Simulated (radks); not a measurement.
The numbers below are computed, except where a source is named.
Tm II, 68 electrons, occupied as [Xe] 4f13 6s1.

Level of theory: scalar-relativistic Kohn-Sham, PBEsol, spin-polarised, spherical densities, finite nucleus; open shells are filled with parallel spins first (spin-orbit coupling, left out, can overturn this in heavy ions); Fermi nuclear charge, rms radius 5.2256 fm (a radial shooting solver on a logarithmic mesh with Libxc functionals).

Energy parts (hartree):
part                       energy
total                 -13561.5089
kinetic                14735.9824
electron-nucleus      -33317.7017
Hartree                 5300.9149
exchange-correlation    -280.7046

Orbitals (lengths in bohr, moments of r in powers of bohr; <r^-3> diverges for s and p1/2; r(max) is where P^2 peaks):
orbital  occ.  eigenvalue (hartree)       <r^4>  <r^-3>   r(max)
1s up       1             -2177.721   8.088e-07       -  0.01262
1s down     1             -2177.721   8.088e-07       -  0.01262
2s up       1             -367.6470   0.0001250       -  0.07192
2s down     1             -367.6462   0.0001250       -  0.07192
2p up       3             -324.7303  0.00009546   15120  0.05855
2p down     3             -324.7297  0.00009545   15120  0.05855
3s up       1             -82.81325    0.004701       -   0.2033
3s down     1             -82.79699    0.004699       -   0.2033
3p up       3             -69.81338    0.004976    3277   0.2002
3p down     3             -69.79714    0.004973    3278   0.2002
3d up       5             -53.73914    0.003891   433.1   0.1632
3d down     5             -53.72663    0.003888   433.2   0.1632
4s up       1             -16.51076      0.1142       -   0.4644
4s down     1             -16.47786      0.1142       -   0.4644
4p up       3             -12.23749      0.1516   742.5   0.4857
4p down     3             -12.20509      0.1517   742.3   0.4857
4d up       5              -6.55993      0.2362   82.44   0.5012
4d down     5              -6.52801      0.2367   82.38   0.5012
5s up       1              -2.21718       4.379       -    1.091
5s down     1              -2.19973       4.383       -    1.092
5p up       3              -1.24321       9.782   90.35    1.253
5p down     3              -1.22747       9.637   90.20    1.255
4f up       7              -0.37267       3.040   11.45   0.4955
6s up       1              -0.35151       301.2       -    3.109
4f down     6              -0.34364       3.026   11.39   0.4959
6s down     0              -0.31360       297.3       -    3.088

The highest occupied level is 4f down at -9.351 eV. The electron density at the nucleus is 1.001e+06 e/bohr^3 (large components only). The density falls to 0.001 e/bohr^3 at r = 4.34 bohr.
